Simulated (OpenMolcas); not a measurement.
A run on Nb2+ among 6 point charges of -1 e arranged as an octahedron (Oh), 1.95 Å from the ion.

| Quantity | Value |
| --- | --- |
| Program | OpenMolcas |
| Method | SS-CASPT2, IPEA 0.25 Eh, imaginary shift 0.1 Eh (closed shells correlated: 4s 4p) |
| Basis | ANO-RCC-VTZP [7s6p4d2f1g] |
| Scalar Hamiltonian | DKH2, point nucleus |
| Active space | 3 electrons in 5 orbitals (4d) |
| State averaging | 2S+1 = 4 even, 10 roots; 2S+1 = 2 even, 40 roots |
| Spin-orbit coupling | RASSI with atomic mean-field integrals over the reference wave functions |

First CASPT2 step and the start of its output:

```
&CASPT2
Multistate=10 1 2 3 4 5 6 7 8 9 10
NoMult
Frozen=8 6
IPEA=0.25
Imaginary=0.1
MaxIter=60
WThr=0.0 0.3 0.05
PrWF=0.5
NoMix
```

```
--- CASPT2 ---
Orbital specifications:
      -----------------------

      Symmetry species                           1   2
                                                ag  au
      Frozen orbitals                            8   6
      Inactive orbitals                          1   3
      Active orbitals                            5   0
      Secondary orbitals                        22  23
      Deleted orbitals                           0   0
      Number of basis functions                 36  32
Type of calculation                        SS-CASPT2
      Fock operator                              state-specific
      IPEA shift                                 0.25
      Real shift                                 0.00
      Imaginary shift                            0.10
      The input orbitals will be transformed to quasi-canonical
Reference energy:       -3819.4620939161
      E2 (Non-variational):      -0.3028309683
      Shift correction:          -0.0035785769
      E2 (Variational):          -0.3064095452
      Total energy:           -3819.7685034613
      Residual norm:              0.0000002609
      Reference weight:           0.86939
      Contributions to the CASPT2 correlation energy
      Active & Virtual Only:         -0.0430718363
      One Inactive Excited:          -0.1013078850
      Two Inactive Excited:          -0.1584512470
Reference energy:       -3819.4169541987
      E2 (Non-variational):      -0.2864002590
      Shift correction:          -0.0016604908
      E2 (Variational):          -0.2880607498
      Total energy:           -3819.7050149485
      Residual norm:              0.0000006559
      Reference weight:           0.91559
      Contributions to the CASPT2 correlation energy
      Active & Virtual Only:         -0.0238111471
...
```

Over all roots the printed reference weights run from 0.06 to 0.93, and roots that are degenerate in the reference spread by up to 210000 cm-1.

Q: Did the run give usable levels, and if not, why?

A: No. The equations converged, but the reference weight falls to 0.06 for at least one root against 0.93 for the best. A drop of that size marks an intruder state, so the energies of such roots and the levels built on them can't be trusted.
